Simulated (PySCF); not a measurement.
Computed vibrations of [Tl(HCN)]3+

[Tl(HCN)]3+ (singlet). PySCF 2.14.0, RKS PBE0, Tl def2-SVP with ECP60, N def2-SVP, C def2-SVP, H def2-SVP; non-relativistic Hamiltonian with scalar-relativistic core potentials where named; density fitting; no spin-orbit coupling. Central differences of gradients.

```xyz
4

Tl    0.0000    0.0000   -0.3092
N     0.0000    0.0000    1.7444
C     0.0000    0.0000    2.9071
H     0.0000    0.0000    4.0431
```

Run from Python with OMP_NUM_THREADS=2. Where DIIS fails, smearing, a level shift and second-order steps follow.
It took 45 s on 2 threads of Intel(R) Xeon(R) Processor @ 2.50GHz (Skylake/Cascade Lake), on a shared host.

(1) What are the harmonic wavenumbers and infrared intensities?

(2) Is this a minimum?

Results:

(1) Modes are labelled in C∞v; negative numbers are unstable modes, those under 60 cm⁻¹ near the noise; a finer grid moves soft modes by up to 10 cm⁻¹.
```tsv
cm⁻¹	km/mol	symmetry
193	68.1	π
193	68.1	π
412	8.2	σ+
781	23.5	π
781	23.5	π
2152	788.4	σ+
2987	517.5	σ+
```

(2) Yes. Ideal gas at 298.15 K and 1 bar: S = 273.3 J/(mol K), Cp = 56.4 J/(mol K), H − H(0 K) = 12.9 kJ/mol (rigid rotor, harmonic modes, spin degeneracy alone).
